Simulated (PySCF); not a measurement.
Several molecules and their computed UV-vis stick spectra, shuffled. Theory: PySCF, TDDFT wB97X-D/def2-SVPD, vertical, gas phase, core orbitals frozen in the response. Geometries: GFN2-xTB; one conformer of each isolated species. Triplets are in the Tamm–Dancoff approximation.

A. `CCO[Si](O)(O)S`
B. `C(O[SiH2]O)[S@](=O)C`
C. `C[SiH2]OS(C)(=O)=O`
D. `CS(=O)(=O)C[SiH2]O`

Lowest singlet levels (six at most, fewer where fewer were computed) with oscillator strengths:

1. 8.07 eV (f 0.004); 8.44 eV (f 0.015); 8.57 eV (f 0.004); 8.84 eV (f 0.014); 8.98 eV (f 0.029); 9.01 eV (f 0.118); T1 7.76 eV
2. 6.24 eV (f 0.059); 6.27 eV (f 0.015); 7.04 eV (f 0.063); 7.13 eV (f 0.004); 7.24 eV (f 0.022); 7.47 eV (f 0.049); T1 5.39 eV
3. 6.35 eV (f 0.026); 6.98 eV (f 0.044); 7.66 eV (f 0.003); 7.91 eV (f 0.030); 8.01 eV (f 0.008); 8.14 eV (f 0.081); T1 6.02 eV
4. 7.35 eV (f 0.000); 7.50 eV (f 0.002); 7.93 eV (f 0.011); 8.16 eV (f 0.031); 8.40 eV (f 0.002); 8.43 eV (f 0.103); T1 7.06 eV

Problem. Match each spectrum to its molecule.

Solution. 1 = C, 2 = B, 3 = A, 4 = D.
- A: S1 at 6.35 eV, HOMO→LUMO (60%), HOMO→LUMO+4 (25%), HOMO→LUMO+2 (9%); Löwdin shares by element: HOMO sulfur 78%, hydrogen 7% or more, silicon 6%, oxygen 4% or more; LUMO silicon 27%, oxygen 23% or more, sulfur 22% (atoms not listed hold the other 28%); HOMO -9.23 and LUMO 1.46 eV.
- B: S1 at 6.24 eV, HOMO→LUMO (78%); Löwdin shares by element: HOMO oxygen 49% or more, sulfur 29%, carbon 8% or more; LUMO sulfur 52%, carbon 17%, oxygen 5% or more (atoms not listed hold the other 25%); HOMO -9.14 and LUMO 1.68 eV.
- C: S1 at 8.07 eV, HOMO→LUMO (56%), HOMO→LUMO+2 (8%); Löwdin shares by element: HOMO oxygen 83%, carbon 5% or more; LUMO sulfur 32%, silicon 15%, oxygen 9% or more, carbon 7% or more (atoms not listed hold the other 37%); HOMO -10.61 and LUMO 1.74 eV.
- D: S1 at 7.35 eV, HOMO-2→LUMO (86%); Löwdin shares by element: HOMO oxygen 47% or more, carbon 28% (atoms not listed hold the other 24%); LUMO silicon 29%, oxygen 23% or more, hydrogen 10% or more, carbon 7% or more (atoms not listed hold the other 31%); HOMO -10.26 and LUMO 1.42 eV; point group Cs, 1 of its 6 listed states under f = 0.0005.
A and B have S1 within 0.12 eV of each other; their strongest listed levels stand at 8.14 eV (f 0.081) and 7.04 eV (f 0.063).
